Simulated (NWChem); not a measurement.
System: TaN₂H₄OF; SMILES [NH2][Ta]([NH2])(=[O])[F]

Here is an NWChem input.

```
start job
memory heap 200 mb stack 900 mb global 1100 mb
geometry units angstroms noautoz
  Ta     0.020826    -0.000210     0.041161
  O     -0.502933     0.005678     1.677570
  F      1.917795    -0.019922    -0.134282
  N     -0.759720    -1.629009    -0.768380
  H     -0.696305    -1.894595    -1.748583
  H     -1.354158    -2.291561    -0.277190
  N     -0.725784     1.643966    -0.769301
  H     -1.306371     2.318971    -0.278501
  H     -0.656846     1.907636    -1.749648
end
basis spherical
  * library def2-svp
end
ecp
  Ta library def2-ecp
end
dft
  xc b3lyp
  iterations 150
  mulliken
end
task dft energy
```

Structure relaxed at the PBE0/def2-SVP level. No frequency run checked for a minimum. def2 effective core potentials on Ta; no spin-orbit coupling.

Task: What results follow from this input? (B3LYP/def2-SVP with def2 effective core potentials on Ta.) Quantities: energy (Ha); highest occupied level (eV); orbital gap (eV); dipole (D).

Result: 
```json
{
 "energy (Ha)": "-344.02",
 "highest occupied level (eV)": "-7.44",
 "orbital gap (eV)": "6.85",
 "dipole (D)": "4.40"
}
```
